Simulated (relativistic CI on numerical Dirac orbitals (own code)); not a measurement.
## Slater and spin-orbit integrals, Zr¹⁸⁺

Method of calculation: Dirac-Coulomb-Breit CI, KLI orbitals optimised for each configuration, model QED (radiative potential, 1s self-energy scaled to tabulated hydrogen-like ionisation energies), unscaled Slater integrals (own radial code, finite nucleus).

Slater integrals F^k, G^k are unscaled and averaged over j, outside the closed core [Ne]; ζ comes from projecting the Hamiltonian with its Breit term on Σ l·s of the shell.

- 3s2 3p6 3d4: F^2(3d,3d) = 258380, F^4(3d,3d) = 165830, ζ(3d) = 9941 cm⁻¹; <r>(3d) = 0.3896, <r^2>(3d) = 0.1779 (bohr units).
- 3s2 3p5 3d5: ζ(3p) = 86716, F^2(3d,3d) = 257630, F^4(3d,3d) = 165320, F^2(3p,3d) = 234260, G^1(3p,3d) = 263780, G^3(3p,3d) = 171730, ζ(3d) = 9756 cm⁻¹; <r>(3p) = 0.4236, <r^2>(3p) = 0.2072, <r>(3d) = 0.3906, <r^2>(3d) = 0.1788 (bohr units).
- 3s 3p6 3d5: F^2(3d,3d) = 257360, F^4(3d,3d) = 165140, G^2(3s,3d) = 200010, ζ(3d) = 9873.3 cm⁻¹; <r>(3s) = 0.4289, <r^2>(3s) = 0.2097, <r>(3d) = 0.3909, <r^2>(3d) = 0.1792 (bohr units).

Problem. Give the Racah parameters of the d shell in 3s2 3p6 3d4.

Solution. B = F²/49 − 5F⁴/441 = 3393 cm⁻¹ and C = 35F⁴/441 = 13161 cm⁻¹.

Averages of the first 10 configurations, taken without configuration mixing, which lowers the lowest level and can move excited configurations by several eV; other configurations of the list can lie among them:

| Configuration | Parity | States | Average energy above the lowest level (eV) |
| --- | --- | --- | --- |
| 3s2 3p6 3d4 | even | 210 | 15.7 |
| 3s2 3p5 3d5 | odd | 1512 | 155.1 |
| 3s 3p6 3d5 | even | 504 | 253.0 |
| 3s2 3p6 3d3 4s | even | 240 | 309.0 |
| 3s2 3p6 3d3 4p | odd | 720 | 342.0 |
| 3s2 3p6 3d3 4d | even | 1200 | 391.1 |
| 3s2 3p6 3d3 4f | odd | 1680 | 435.6 |
| 3s2 3p5 3d4 4s | odd | 2520 | 444.7 |
| 3s2 3p6 3d2 4s 4p | odd | 540 | 650.5 |
| 3s2 3p6 3d3 5s | even | 240 | 494.3 |
